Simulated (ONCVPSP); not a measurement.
# What one change does to a pseudopotential (gadolinium, ONCV)

```
Element                 : gadolinium (Gd)
Generator               : ONCVPSP 4.0.1
Type                    : optimised norm-conserving Vanderbilt (ONCV)
Functional              : LDA (Perdew-Wang 92)
Relativity              : scalar-relativistic
Frozen core             : [Kr] 4d10 4f7
Valence charge          : 11
Reference configuration : 5s2 5p6 5d1 6s1.75 (charge +0.25)
Partial waves           : 5s+6s: rc 2.15 bohr, ncon 5, nbas 9, qcut 5.8 1/bohr, 3 projectors, debl 1.8 Ha; 5p: rc 1.80 bohr, ncon 3, nbas 8, qcut 4.3 1/bohr, 2 projectors, debl 1.6 Ha; 5d: rc 2.15 bohr, ncon 5, nbas 9, qcut 4.4 1/bohr, 2 projectors, debl 3.2 Ha
Local potential         : polynomial inside 1.45 bohr (lpopt 5, dvloc0 0 Ha)
Core correction         : none
```

Change: p: rc 1.86.

Cutoffs: the cutoffs (Ha) at which the residual kinetic energy of the hardest occupied pseudo-wave falls to 1 and 0.1 mHa per electron; they do not see the model core or the augmentation charge, which bear on the density cutoff. Errors are all-electron minus pseudo energies relative to the spin-unpolarised reference configuration.

Task: What does the change do?

Result: The potential gets softer (13 Ha and 63 Ha → 13 Ha and 44 Ha); the errors of the 4 common tests hardly move; neither file shows a bound ghost. A larger radius leaves more room for a smooth pseudo-wave, so fewer plane waves are needed.

```csv
quantity,base,changed
"cutoff, loose",13 Ha,13 Ha
"cutoff, tight",63 Ha,44 Ha
loose cutoff by channel,"s 13 Ha, p 7.3 Ha, d 8.2 Ha","s 13 Ha, p 7.0 Ha, d 8.2 Ha"
bound ghosts,none,none
GHOST(+) flags under 300 eV,s at 187.5 eV,s at 187.5 eV
"error for 5s2 5p6 5d1 6s2, meV [ΔE -1.22 eV]",+0.4,+0.4
"error for 5s2 5p6 5d1 6s1, meV [ΔE 5.63 eV]",-0.6,-0.6
"error for 5s2 5p6 5d1 6s0, meV [ΔE 18.00 eV]",+5.2,+5.3
"error for 5s2 5p6 5d1 6s0 6p2, meV [ΔE 4.87 eV]",+1.9,+2.0
s: phases at 2.18 bohr within 0.05 rad from the reference energy up to (Ha; the scan ends near 5),to the end of the scan,to the end of the scan
d: phases at 2.18 bohr within 0.05 rad from the reference energy up to (Ha; the scan ends near 5),to the end of the scan,to the end of the scan
```
